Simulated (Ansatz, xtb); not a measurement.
C6H10Si: which of two isomers lies lower

Structure X is `C#CC1([SiH3])CCC1`, a singlet and structure Y is `C#C[C@@H]1CC[C@H]1[SiH3]`, a singlet. Both are isolated molecules in the gas phase, relaxed with r2SCAN-D4/def2-SVP.

X (Å):

```yaml
atoms:
  - { symbol: C, position_ang: [1.4345, -1.2078, -2.3236] }
  - { symbol: C, position_ang: [0.9467, -1.1723, -1.2079] }
  - { symbol: C, position_ang: [0.3443, -1.1439, 0.1063] }
  - { symbol: C, position_ang: [1.1979, -1.6706, 1.3161] }
  - { symbol: C, position_ang: [0.7072, -0.4691, 2.1518] }
  - { symbol: C, position_ang: [0.2721, 0.2383, 0.8505] }
  - { symbol: Si, position_ang: [-1.3584, -1.9971, -0.0049] }
  - { symbol: H, position_ang: [1.8711, -1.2354, -3.3043] }
  - { symbol: H, position_ang: [-2.0034, -1.9804, 1.3457] }
  - { symbol: H, position_ang: [-1.1861, -3.4125, -0.4445] }
  - { symbol: H, position_ang: [-2.2290, -1.2632, -0.9692] }
  - { symbol: H, position_ang: [2.2716, -1.6065, 1.0793] }
  - { symbol: H, position_ang: [0.9820, -2.6865, 1.6869] }
  - { symbol: H, position_ang: [1.4535, 0.0452, 2.7758] }
  - { symbol: H, position_ang: [-0.1537, -0.7319, 2.7859] }
  - { symbol: H, position_ang: [-0.6942, 0.7697, 0.8440] }
  - { symbol: H, position_ang: [1.0470, 0.9185, 0.4634] }
```

Y (Å):

```xyz
17

C     0.3448    0.9737   -2.1654
C     0.4156    0.3913   -1.0999
C     0.4928   -0.3335    0.1514
C     1.6333   -1.3691    0.3755
C     0.6236   -2.2660    1.1210
C    -0.5318   -1.4953    0.4203
Si   -2.1278   -1.1117    1.3491
H     0.2830    1.4949   -3.1025
H     0.4760    0.3822    0.9952
H     1.9376   -1.8127   -0.5852
H     2.5298   -1.0205    0.9119
H     0.6779   -3.3526    0.9545
H     0.6410   -2.0783    2.2082
H    -0.7651   -1.9771   -0.5458
H    -2.8723   -2.3716    1.6581
H    -1.7876   -0.4311    2.6382
H    -3.0125   -0.2125    0.5479
```

Task: Estimate E(Y) − E(X) at the level CCSD(T)/def2-SVP + ΔMP2/def2-TZVPP.

Result: CCSD(T)/def2-SVP + ΔMP2/def2-TZVPP gives E(Y) − E(X) = +3.11 kJ/mol, slightly favouring structure X, which is too small a margin to settle the true order.

The same difference at several levels:

```
                             level            geometry  E(Y) − E(X) (kJ/mol)  departure from the last row (kJ/mol)  job, with rough time for the two
                          GFN2-xTB            GFN2-xTB                   +3.56                                 +0.46               optimisation, 1.2 s
                         HF/STO-3G            GFN2-xTB                   −0.64                                 −3.75               single point, 1.9 s
      r2SCAN-D4/def2-SVP//GFN2-xTB            GFN2-xTB                   +2.99                                 −0.12                single point, 14 s
                r2SCAN-D4/def2-SVP  r2SCAN-D4/def2-SVP                   +2.46                                 −0.64             optimisation, 3.1 min
                       HF/def2-SVP  r2SCAN-D4/def2-SVP                   −3.11                                 −6.21           part of the CCSD(T) run
                      MP2/def2-SVP  r2SCAN-D4/def2-SVP                   +3.73                                 +0.62           part of the CCSD(T) run
                  CCSD(T)/def2-SVP  r2SCAN-D4/def2-SVP                   +1.79                                 −1.32                      single point
CCSD(T)/def2-SVP + ΔMP2/def2-TZVPP  r2SCAN-D4/def2-SVP                   +3.11                                                   single point, 4.7 min
```

As drawn, both hold the same kinds of bond in the same numbers.

The largest departure from CCSD(T)/def2-SVP + ΔMP2/def2-TZVPP is that of HF/def2-SVP, 6.21 kJ/mol. The last row adds to CCSD(T) the change of the MP2 difference between the two basis sets, here +1.32 kJ/mol.

With thermal terms from frequencies at re-optimised GFN2-xTB minima (ideal gas, soft modes damped towards free rotors, one conformer each, 298.15 K, 1 atm): on the last row, ΔE + ΔZPE = +3.42, ΔH = +3.30, ΔG = +2.50 kJ/mol.

The correlated steps freeze 11 core orbitals. Mirror images aren't counted in ΔG. Codes used: Ansatz 0.2.0, xtb 6.7.1; the last row on 2 threads of Intel(R) Xeon(R) Processor @ 2.50GHz (Skylake/Cascade Lake) on a shared host.
